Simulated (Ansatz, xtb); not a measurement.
# Relative energy of two isomers of GeH5NSe

Structure a: `N[Se][GeH3]`, a singlet. Structure b: `[GeH3][NH][SeH]`, a singlet. Both are isolated molecules in the gas phase, relaxed with PBE0-D3(BJ)/def2-SVP; the shapes shown needn't be the lowest conformers.

a (Å):

```xyz
8

Ge    0.1585    0.0303    0.1751
N    -1.6438   -0.8101    2.5347
Se   -0.0958   -1.6158    1.8416
H    -1.4775   -0.5920    3.5160
H    -2.4031   -1.4881    2.4905
H     0.3342    1.4067    0.8378
H     1.4150   -0.3394   -0.6373
H    -1.0832    0.0365   -0.7319
```

b (Å):

```csv
atom,x (Å),y (Å),z (Å)
Ge,-1.4336,-0.4776,2.0129
N,0.1821,-0.5803,1.1364
Se,0.2624,-0.5425,-0.6942
H,-2.4140,-1.5861,1.5725
H,-2.0460,0.8990,1.7101
H,-1.1069,-0.6321,3.5106
H,0.9259,-1.1306,1.5532
H,0.8241,0.8216,-0.8368
```

Quicker runs give these differences E(b) − E(a): GFN2-xTB +14.3 kcal/mol; HF/STO-3G +14.5 kcal/mol (at GFN2-xTB geometries); r2SCAN-D4/def2-SVP +12.6 kcal/mol (at GFN2-xTB geometries).

Task: Estimate E(b) − E(a) at the level CCSD(T)/def2-TZVP.

Result: Calculated at CCSD(T)/def2-TZVP: E(b) − E(a) = +11.8 kcal/mol, so structure a lies lower.

Level by level:

```json
{"level": "GFN2-xTB", "geometry": "GFN2-xTB", "E(b) − E(a) (kcal/mol)": "+14.3", "departure from the last row (kcal/mol)": "+2.4", "job, with rough time for the two": "optimisation, 1.6 s"}
{"level": "HF/STO-3G", "geometry": "GFN2-xTB", "E(b) − E(a) (kcal/mol)": "+14.5", "departure from the last row (kcal/mol)": "+2.7", "job, with rough time for the two": "single point, 2.7 s"}
{"level": "r2SCAN-D4/def2-SVP", "geometry": "GFN2-xTB", "E(b) − E(a) (kcal/mol)": "+12.6", "departure from the last row (kcal/mol)": "+0.8", "job, with rough time for the two": "single point, 7.8 s"}
{"level": "PBE0-D3(BJ)/def2-SVP", "geometry": "PBE0-D3(BJ)/def2-SVP", "E(b) − E(a) (kcal/mol)": "+12.6", "departure from the last row (kcal/mol)": "+0.7", "job, with rough time for the two": "optimisation, 2.8 min"}
{"level": "HF/def2-TZVP", "geometry": "PBE0-D3(BJ)/def2-SVP", "E(b) − E(a) (kcal/mol)": "+10.9", "departure from the last row (kcal/mol)": "−1.0", "job, with rough time for the two": "part of the CCSD(T) run"}
{"level": "MP2/def2-TZVP", "geometry": "PBE0-D3(BJ)/def2-SVP", "E(b) − E(a) (kcal/mol)": "+11.8", "departure from the last row (kcal/mol)": "−0.1", "job, with rough time for the two": "part of the CCSD(T) run"}
{"level": "CCSD(T)/def2-TZVP", "geometry": "PBE0-D3(BJ)/def2-SVP", "E(b) − E(a) (kcal/mol)": "+11.8", "departure from the last row (kcal/mol)": "", "job, with rough time for the two": "single point, 2.9 min"}
```

As drawn, b has 1 Ge–N, 1 Se–H in place of 1 Ge–Se, 1 N–H.

The levels shown agree on the order. The largest departure from CCSD(T)/def2-TZVP is that of HF/STO-3G, 2.7 kcal/mol.

With harmonic frequencies from PBE0-D3(BJ)/def2-SVP (ideal gas, rigid rotor, one conformer each, 298.15 K, 1 atm): on the last row, ΔE + ΔZPE = +9.8, ΔH = +9.8, ΔG = +9.7 kcal/mol.

The correlated steps freeze 19 core orbitals; the filled d shell of Ge and Se is correlated, in a basis made for valence electrons. Mirror images aren't counted in ΔG. Run with Ansatz 0.2.0, xtb 6.7.1; the last row on 2 threads of Intel(R) Xeon(R) Processor @ 2.50GHz (Skylake/Cascade Lake) on a shared host.
